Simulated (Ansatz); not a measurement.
One change: `B/C=C(/O)F` becomes `B/C(O)=C(\O)F`.

Ansatz, PBE0-D4/def2-TZVP geometries, multiplicity 1. Each molecule was computed in one conformer, which needn't be the lowest.

```
                                          property  `B/C=C(/O)F`
               HOMO–LUMO gap (PBE/def2-TZVPP) / eV          4.08
              HOMO–LUMO gap (PBE0/def2-TZVPP) / eV          6.12
    size of the dipole moment (PBE/def2-TZVPP) / D          3.33
size of the dipole moment (ωB97M-V/def2-TZVPP) / D          3.03
             LUMO energy (ωB97M-V/def2-TZVPP) / eV          0.51
                 LUMO energy (PBE/def2-TZVPP) / eV         -2.40
```

Task: What does the change do to each property? (Best estimate.)

Result: Ansatz gave: 
```csv
property,`B/C(O)=C(\O)F`,shift
HOMO–LUMO gap (PBE/def2-TZVPP) / eV,2.67,-1.41
HOMO–LUMO gap (PBE0/def2-TZVPP) / eV,4.68,-1.44
size of the dipole moment (PBE/def2-TZVPP) / D,1.34,-1.99
size of the dipole moment (ωB97M-V/def2-TZVPP) / D,1.79,-1.24
LUMO energy (ωB97M-V/def2-TZVPP) / eV,0.04,-0.47
LUMO energy (PBE/def2-TZVPP) / eV,-2.75,-0.35
```

With PBE0 the HOMO rises by 1.01 eV and the LUMO falls by 0.43 eV, so the gap narrows by about 1.44 eV. PBE moves the HOMO by 1.06 eV and ωB97M-V by 1.04 eV. Dipoles are sizes alone; their direction can turn.
